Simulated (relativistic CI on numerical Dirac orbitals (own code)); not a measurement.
One change at a time: In4+

Base calculation: Dirac-Coulomb-Breit CI, separate exchange-only KLI orbitals for each configuration, model QED, valence Slater integrals scaled by 0.85, P86 correlation energy added to each configuration.

Configurations in the expansion (outside the closed core [Ar] 3d10): 4s2 4p6 4d9, 4s2 4p6 4d8 5s, 4s2 4p6 4d8 4f, 4s2 4p6 4d8 5p, 4s2 4p5 4d10, 4s2 4p6 4d8 5d, 4s2 4p6 4d8 6s, 4s2 4p6 4d8 6p, 4s2 4p6 4d8 6d, 4s2 4p6 4d7 5s 5p, 4s2 4p6 4d8 5f, 4s2 4p6 4d8 5g, 4s2 4p6 4d8 6f, 4s 4p6 4d10, 4s2 4p6 4d7 5s2, 4s2 4p6 4d6 4f 5s2, 4s2 4p6 4d6 5s2 5p, 4s2 4p6 4d6 5s2 5d, 4s2 4p6 4d6 5s2 6s. Double excitations out of closed p, d and f shells are left out; levels of such configurations are missing from the list, as are those of other unlisted configurations, and high levels can miss mixing partners.

The lowest level and the first level of each name with at least 55 % of one term (blank where a level has no safe partner in the second run):

```tsv
Level	Base (cm⁻¹)	Shift (cm⁻¹)
4s2 4p6 4d9 2D_5/2	0.0	0.0
4s2 4p6 4d9 2D_3/2	6932.3	+31.3
4s2 4p6 4d8 5s 4F_9/2	166329.1	-2179.8
4s2 4p6 4d8 5s 4F_7/2	169859.7	-1993.0
4s2 4p6 4d8 5s 4F_5/2	173516.2	-2064.2
4s2 4p6 4d8 5s 4F_3/2	175053.4	-1835.0
4s2 4p6 4d8 5s 2F_7/2	177346.1	-856.4
4s2 4p6 4d8 5s 4P_1/2	187568.4	+521.7
4s2 4p6 4d8 5s 2D_5/2	191872.7	+359.5
4s2 4p6 4d8 5s 2G_9/2	194419.6	+1801.8
4s2 4p6 4d8 5s 2G_7/2	194588.4	+1803.9
4s2 4p6 4d8 5s 2P_3/2	195635.7	+1652.0
4s2 4p6 4d8 5s 2P_1/2	195930.2	+2017.9
4s2 4p6 4d8 5s 2S_1/2	226421.7	+6972.5
4s2 4p6 4d8 5p 4D°_7/2	239833.5	-2771.2
4s2 4p6 4d8 5p 4D°_5/2	245803.2	-2706.8
4s2 4p6 4d8 5p 4G°_7/2	248195.0	-2192.6
4s2 4p6 4d8 5p 4G°_11/2	248346.5	-2160.1
4s2 4p6 4d8 5p 4G°_5/2	249703.8	-1818.8
4s2 4p6 4d8 5p 4D°_3/2	250022.5	-2483.0
4s2 4p6 4d8 5p 4F°_9/2	251229.6	-1709.7
4s2 4p6 4d8 5p 4D°_1/2	252384.3	-2493.2
```

At this charge configurations can still be misplaced by up to about 7 % of their energy. 35 of the 69 excited levels that our extract of the measured tables holds in this range could be paired (the sources list more); they are missed by 4797 cm⁻¹ on average and 7291 at most, and levels without a partner can miss by more.

**Question.** One thing was changed in a second run, which moved the levels as shown. Which?
A. QED terms removed
B. Slater integrals left unscaled
C. configuration mixing switched off
D. valence Slater integrals scaled by 0.75
E. Breit term removed

**Answer.** B. Slater integrals left unscaled. Scaling acts on the splittings between terms and on the mixing, and leaves the fine structure of pure LS terms nearly alone; in jj coupling it moves the levels of one term differently.

LS names give the leading component of a level, which can be under half, so a name can repeat, a term be missing and a line seem to break the LS rules.
